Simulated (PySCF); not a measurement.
**Relaxation of doublet IrS₂**

All numbers come from UB3LYP in PySCF with Ir def2-SVP with ECP60, S def2-SVP; scalar-relativistic core potentials, no spin–orbit coupling; density-fitted integrals. A (50,194) grid was used.

A hand-made linear start, of D∞h symmetry, held to at least that symmetry:

```xyz
3
charge 0 multiplicity 2, angstrom
Ir    0.0000    0.0000    0.0000
S     0.0000    0.0000    2.0900
S     0.0000    0.0000   -2.0900
```

Optimiser trace:
| step | E − E(last) (kJ/mol) | largest gradient (Eh/bohr) |
| --- | --- | --- |
| 0 | 1.35 | 0.01325 |
| 1 | 0.08 | 0.00306 |
| 2 | 0.00 | 0.00015 |
| 3 | 0.00 | 0.00000 |

It ends at D∞h with Ir–S 2.111 Å (×2); S–Ir–S 180.0°. A frequency run shows 2 imaginary modes (one degenerate set), down to 83i cm⁻¹, so it is a higher-order saddle point.

With open d or f shells other occupations or spin states may lie lower. With an element this heavy the missing spin–orbit coupling can shift these numbers.

The relaxation took 38 s on 2 threads of a shared Intel Xeon @ 2.50GHz (Skylake/Cascade Lake) host, with 68 basis functions and 4 gradients; the process peaked at 0.42 GiB. Launch command: `OMP_NUM_THREADS=2 python axn.py task.json out`.
